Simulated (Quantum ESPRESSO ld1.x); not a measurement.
Problem. All-electron atom: Se3+ in [Ar] 3d9 4s2 4p1 5p1 (not the ground configuration). All-electron calculation, scalar-relativistic Kohn-Sham, LDA (Slater exchange, Perdew-Zunger correlation), spin-polarised, spherical densities, point nucleus; open shells are filled with parallel spins first. Program: ld1.x of Quantum ESPRESSO 7.5. Some entries of the table are withheld. Estimate them.

orbital  occ.  eigenvalue (hartree)  r(max) (bohr)
1s up       1              -460.991        0.02884
1s down     1              -460.986        0.02884
2s up       1              -61.2394         0.1647
2s down     1              -61.1987         0.1647
2p up       3              -54.1871         0.1318
2p down     3              -54.1538         0.1317
3s up       1              -9.94102         0.5007
3s down     1              -9.88069         0.5009
3p up       3              -7.72799         0.4974
3p down     3              -7.66766         0.4977
3d up       5                   (1)         0.4442
3d down     4                   (2)         0.4449
4s up       1              -2.17746            (3)
4s down     1              -2.11998            (4)
4p up       1              -1.65448          1.533
4p down     0              -1.59827          1.536
5p up       1              -0.67370          3.713
5p down     0              -0.62498          3.745

Solution. 
(1) 3d up eigenvalue (hartree): -4.06280
(2) 3d down eigenvalue (hartree): -3.99960
(3) 4s up r(max) (bohr): 1.383
(4) 4s down r(max) (bohr): 1.383
